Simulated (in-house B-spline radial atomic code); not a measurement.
A fraction x of an electron is removed from 2p in N2+, starting from [He] 2s2 2p1 and keeping the highest spin. Level of theory: non-relativistic SCAN, spin-polarised, spherical fractional occupations, point nucleus; calculated with a B-spline radial code for spherical atoms.

| x | E(x) - E(0) (eV) | 2p up level (eV) |
| --- | --- | --- |
| 0 | 0.0000 | -38.610 |
| 0.08 | 3.1434 | -39.977 |
| 0.14 | 5.5730 | -41.009 |
| 0.32 | 13.2354 | -44.137 |
| 0.44 | 18.6582 | -46.247 |
| 0.5 | 21.4649 | -47.308 |
| 0.51 | 21.9388 | -47.485 |
| 0.66 | 29.2617 | -50.159 |
| 0.82 | 37.5177 | -53.043 |
| 0.89 | 41.2751 | -54.316 |
| 1 | 47.3617 | - |

The exact functional would give a straight line between the two integer points. Deviations E(x) - E(0) - x[E(1) - E(0)], in eV: -0.646 at x = 0.08, -1.058 at x = 0.14, -1.92 at x = 0.32, -2.181 at x = 0.44, -2.216 at x = 0.5, -2.216 at x = 0.51, -1.997 at x = 0.66, -1.319 at x = 0.82, -0.877 at x = 0.89.

The curve lies below the straight line by up to 2.216 eV (at x = 0.5): convex, the delocalisation error that favours fractional charges.

(1) How well does Slater's transition state (minus the level at half occupation) give the ionisation energy?

Answers

(1) It gives 47.308 eV against 47.362 eV from the two total energies; NIST lists 47.45 eV, ground level to ground level.
